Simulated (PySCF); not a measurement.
Two structures of GaH$_{5}$Se, closed shell, reached by relaxing down either side of one saddle point (PBE0-D4/def2-TZVP). Energies are electronic, without zero-point energy. PySCF 2.14 with density fitting (its default auxiliary sets; JK sets also for MP2 and CCSD(T)); basis: def2-TZVPP and def2-QZVPP; cores frozen in the correlated methods. Filled d shells of the heavier atoms are correlated. The def2 sets are not built for correlating such inner shells, so the correlated values are less sure here. Extrapolation: Hartree–Fock as exp(−7.88 √X), correlation as X^−2.97. First:

Ga1  (-1.097, -0.288, -0.340)
H2  (-0.602, 0.209, -1.750)
H3  (-1.133, -1.834, -0.043)
H4  (-1.961, 0.680, 0.553)
H5  (2.112, -0.443, 0.050)
Se6  (1.198, 0.145, 1.038)
H7  (1.457, 1.497, 0.525)
(Å)

Second:

```xyz
7
angstrom
Ga -0.8776 -0.1403 0.1546
H 0.9061 -0.3750 -2.0047
H -1.3294 -1.5931 -0.1908
H -1.3141 1.1654 -0.5787
H 1.3578 -0.3735 -1.4067
Se 0.5201 0.0456 2.0072
H 0.6182 1.5067 1.9016
```

Task: Which bonds change from the first to the second?

Result: GaH₃ + H₂Se → GaH₃Se ([GaH2][SeH]) + H₂; bonds formed: H2–H5; dative contacts that become bonds: Ga1–Se6; bonds broken: Ga1–H2, H5–Se6.

Task: Give the saddle point's structure and its height above each. (Judge from chemistry; the value comes from the calculation.)

Result: By the calculation: 0.664 eV above the first and 1.275 eV above the second (CCSD(T) at an estimated basis limit (MP2 extrapolated from triple and quadruple zeta, plus CCSD(T) − MP2 in triple zeta)).
| atom | x (Å) | y (Å) | z (Å) |
| --- | --- | --- | --- |
| Ga1 | -0.8140 | -0.2420 | -0.4514 |
| H2 | 0.6474 | -0.2043 | -1.3191 |
| H3 | -1.3359 | -1.7051 | -0.4127 |
| H4 | -1.5238 | 1.1374 | -0.5249 |
| H5 | 1.0683 | -0.1805 | -0.2261 |
| Se6 | 0.9487 | -0.1360 | 1.4906 |
| H7 | 1.0092 | 1.3304 | 1.4436 |

No T1 diagnostic of these runs exceeds 0.013.

Exchanges of this kind with a chalcogen hydride build sulfide and selenide films.

Labels in which every atom is bracketed show which atoms are joined, not bond orders.

For scale, one of the runs: CCSD(T)/def2-TZVPP, 166 basis functions, launched by `OMP_NUM_THREADS=4 python run.py`. Hardware: 4 CPU threads of an Intel Xeon, shared host. Wall time 6.8 min; peak host memory 1.7 GiB.
